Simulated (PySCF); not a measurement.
Spin-rotation constants: `C1=CCC=CC(c2ccccc2)=C1`, C13H12

Geometry (Å), atoms numbered from 1 in this order:
```xyz
25

C    -2.2292    1.7067    0.4938
C    -3.2746    0.9047    0.2594
C    -3.1133   -0.5826    0.2459
C    -2.3279   -0.8421   -0.9998
C    -1.0388   -0.5038   -1.0939
C    -0.3046    0.2592   -0.1078
C     1.1383   -0.0183   -0.0081
C     1.5840   -1.3374   -0.0824
C     2.9290   -1.6365    0.0220
C     3.8561   -0.6219    0.1925
C     3.4274    0.6932    0.2570
C     2.0814    0.9932    0.1585
C    -0.8683    1.2686    0.6053
H    -2.3923    2.7711    0.6099
H    -4.2584    1.3148    0.0814
H    -4.0739   -1.0940    0.2332
H    -2.5398   -0.9014    1.1217
H    -2.8356   -1.3067   -1.8335
H    -0.4789   -0.7795   -1.9789
H     0.8626   -2.1327   -0.2073
H     3.2562   -2.6648   -0.0298
H     4.9081   -0.8538    0.2689
H     4.1462    1.4908    0.3803
H     1.7607    2.0244    0.1874
H    -0.2255    1.8730    1.2334
```

Method: GIAO wB97X-D/pcSseg-1 magnetisability, rotational g tensor and spin-rotation constants, non-relativistic, gas phase (PySCF). Geometry: GFN2-xTB.

Q: Give the nuclear spin-rotation constants along the inertial axes (H = +C I·J) beside the isotropic shieldings.

A: Rotational constants 2.2400, 0.4740, 0.4099 GHz. A star marks the isotopologue with that one atom substituted, in its own axes.
| atom | isotope | Caa (kHz) | Cbb (kHz) | Ccc (kHz) | mean (kHz) | σ (ppm) |
| --- | --- | --- | --- | --- | --- | --- |
| H14 | 1H | -0.183 | 0.036 | -0.040 | -0.062 | 25.2 |
| H15 | 1H | 0.158 | -0.046 | -0.040 | 0.024 | 26.2 |
| H16 | 1H | -0.007 | -0.031 | -0.040 | -0.026 | 28.8 |
| H17 | 1H | -0.122 | -0.053 | -0.013 | -0.063 | 30.5 |
| H18 | 1H | -0.169 | 0.000 | -0.019 | -0.063 | 26.1 |
| H19 | 1H | -0.115 | -0.027 | 0.001 | -0.047 | 25.3 |
| H20 | 1H | -0.080 | 0.020 | -0.038 | -0.033 | 24.3 |
| H21 | 1H | -0.143 | 0.030 | -0.035 | -0.049 | 24.1 |
| H22 | 1H | 0.256 | -0.049 | -0.040 | 0.056 | 24.2 |
| H23 | 1H | -0.070 | 0.018 | -0.037 | -0.030 | 24.1 |
| H24 | 1H | -0.137 | 0.032 | -0.035 | -0.047 | 23.8 |
| H25 | 1H | -0.079 | 0.011 | -0.032 | -0.033 | 24.4 |
| C1 | 13C* | 0.844 | 0.204 | 0.058 | 0.369 | 53.8 |
| C2 | 13C* | 0.814 | 0.173 | 0.076 | 0.354 | 61.1 |
| C3 | 13C* | 0.409 | 0.077 | 0.059 | 0.181 | 155.0 |
| C4 | 13C* | 0.590 | 0.151 | 0.137 | 0.293 | 60.9 |
| C5 | 13C* | 0.684 | 0.161 | 0.128 | 0.325 | 52.8 |
| C6 | 13C* | 1.128 | 0.164 | 0.079 | 0.457 | 34.8 |
| C7 | 13C* | 1.138 | 0.182 | 0.057 | 0.459 | 37.2 |
| C8 | 13C* | 0.887 | 0.205 | 0.059 | 0.384 | 49.1 |
| C9 | 13C* | 0.853 | 0.212 | 0.053 | 0.373 | 51.9 |
| C10 | 13C* | 1.118 | 0.160 | 0.048 | 0.442 | 52.9 |
| C13 | 13C* | 0.923 | 0.172 | 0.077 | 0.391 | 51.6 |

For the geometry as given, no vibrational averaging.
